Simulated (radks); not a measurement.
Results of a calculation; reference values are marked as such.
Effect of the nuclear size on neutral neodymium, [Xe] 4f4 6s2. Level of theory: Dirac Kohn-Sham, LDA (Slater exchange, Perdew-Wang correlation), spin-unpolarised, spherical densities, finite nucleus; open shells are shared between the two j in proportion to 2j + 1; Fermi nuclear charge, rms radius 4.9123 fm (a radial shooting solver on a logarithmic mesh with Libxc functionals). The rms radius is varied about that value; shifts are against it.

rms radius (fm)	total energy shift (eV)	density at nucleus (e/bohr^3)	1s1/2 shift (meV)	2s1/2 shift (meV)	5s1/2 shift (meV)	5p1/2 shift (meV)	6s1/2 shift (meV)	4f7/2 shift (meV)	6p1/2 (empty) shift (meV)
4.1411	-3.76	4.693e+05	-1560	-194	-1.41	0.207	-0.069	0.312	0.062
4.5046	-2.05	4.606e+05	-850	-106	-0.768	0.113	-0.038	0.170	0.034
4.9123	0	4.518e+05	0.000	0.000	0.000	0.000	0.000	0.000	0.000
5.2218	1.65	4.457e+05	683	84.9	0.617	-0.091	0.030	-0.137	-0.027
5.8211	5.06	4.35e+05	2100	261	1.90	-0.278	0.093	-0.419	-0.084

Slopes of the eigenvalues against <r^2> in GHz/fm^2, as finite differences over the two radii next to the reference (eigenvalue slopes, not the field-shift constants of lines): 1s1/2 53100, 2s1/2 6610, 5s1/2 48.0, 5p1/2 -7.04, 6s1/2 2.36, 4f7/2 -10.6, 6p1/2 (empty) -2.13.
